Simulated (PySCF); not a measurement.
Start geometry of GaCl2(CH2SiH3) (`[SiH3][CH2][Ga]([Cl])[Cl]`) from GFN2-xTB (Å):
```
atom  x, y, z in Å
Ga1    0.8779    1.2853   -0.6438
Cl2    2.8882    1.4262   -0.4974
Cl3   -0.2373    3.2005   -0.5931
C4    -0.0885   -0.3911   -0.8135
Si5   -0.6069   -0.9740    0.9436
H6    -1.1105   -0.2315   -1.3925
H7     0.4715   -1.1371   -1.3079
H8     0.6996   -1.1079    1.7110
H9    -1.4388    0.0868    1.6750
H10   -1.3306   -2.2339    0.9230
```

Problem. What comes out of this run: PBE0-D3(BJ)/def2-SVP geometry optimisation, gas phase (PySCF)?

Solution. 
```
atom  x, y, z in Å
Ga1    0.8060    1.4019   -0.5701
Cl2    2.9412    1.5708   -0.6272
Cl3   -0.2419    3.2416   -0.2542
C4    -0.1035   -0.2990   -0.7619
Si5   -0.6100   -1.0673    0.8842
H6    -1.0050   -0.1339   -1.3744
H7     0.5724   -0.9813   -1.3018
H8     0.5987   -1.2823    1.7367
H9    -1.5415   -0.1485    1.6055
H10   -1.2918   -2.3789    0.6675
```

The energy falls by 9.3 kcal/mol over 9 energy and gradient evaluations, the largest force component goes from 0.0666 to 4.0e-04 Eh/bohr, and the atoms move by 0.136 Å rms after alignment. The bond that changes most is Ga1–Cl2 (ends: gallium bonded to C and 2 Cl; chlorine bonded to Ga), which lengthens by 0.122 Å. Bonds longer at the end by more than 0.005 Å: 3 of 9; shorter: 5. Among the angles that change most is Ga1–C4–H7, from 112.8° to 107.7°. Among the dihedrals that turn most is Cl3–Ga1–C4–H6, from 28° to 40°. Rotational constants go from 1913, 1156, 795.0 to 1934, 1108, 766.8 MHz. The orientation of the end geometry is arbitrary; only internal coordinates are fixed.

The run used 125 basis functions and 58 SCF cycles in all. The run took 59 s of wall time on one thread, Arm Neoverse V2 (aarch64), no GPU, shared host, and the process peaked at 0.47 GiB of memory.

No frequency check. The numbers are those of one conformer.
